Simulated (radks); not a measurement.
Q: Coherent X-ray form factor from a spherical all-electron density. Calculated with a radial shooting solver on a logarithmic mesh with Libxc functionals: Dirac Kohn-Sham, BLYP, spin-unpolarised, spherical densities, finite nucleus; Fermi nuclear charge, rms radius of each element as measured or else 0.836 A^(1/3) + 0.57 fm.

sin(theta)/lambda (1/angstrom)  f0 (electrons)
0.05                                    31.640
0.1                                     30.633
0.15                                    29.167
0.2                                     27.467
0.25                                    25.714
0.3                                     24.023
0.4                                     20.963
0.5                                     18.289
0.6                                     15.907
0.8                                     11.987
1                                        9.283
1.25                                     7.306
1.5                                      6.228
2                                        4.926

The species is in the configuration that NIST lists as its ground one. Which atom or ion scatters so?

A: The bromine ion Br3+, [Ar] 3d10 4s2 4p2. Extrapolating in s^2 from the first two rows gives f0(0) = 32.0, near the electron count 32; among species with that count, the fall with angle is slower the higher Z, and the table is that of Z = 35; from so few rows the species is fixed only to a neighbour or two.
